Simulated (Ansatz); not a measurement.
The cluster K₄H₅⁻. Charge -1, multiplicity 1. Geometry PBE0-D4/def2-SVPD; atoms count from 1.

```xyz
9

K    -2.499    0.263   -0.873
K    -0.332    2.127    1.574
K     0.329   -2.123   -1.567
K     2.507   -0.260    0.863
H    -2.756    2.314    0.684
H     2.753   -2.321   -0.683
H     0.004    0.006    0.000
H    -2.114   -1.814   -2.368
H     2.110    1.808    2.369
```

The structure comes from a short search, and lower isomers may exist.

Question: Estimate the Mulliken populations from the PBE0/def2-TZVPD orbitals of Ansatz.

Answer: 
```json
{"atom": "K1", "charge (e)": "0.37"}
{"atom": "K2", "charge (e)": "0.37"}
{"atom": "K3", "charge (e)": "0.37"}
{"atom": "K4", "charge (e)": "0.37"}
{"atom": "H5", "charge (e)": "-0.46"}
{"atom": "H6", "charge (e)": "-0.46"}
{"atom": "H7", "charge (e)": "-0.66"}
{"atom": "H8", "charge (e)": "-0.46"}
{"atom": "H9", "charge (e)": "-0.46"}
```
Mulliken values depend strongly on the basis. With diffuse functions, as here, like atoms can get unlike values, and bond orders can come out too low or too high.
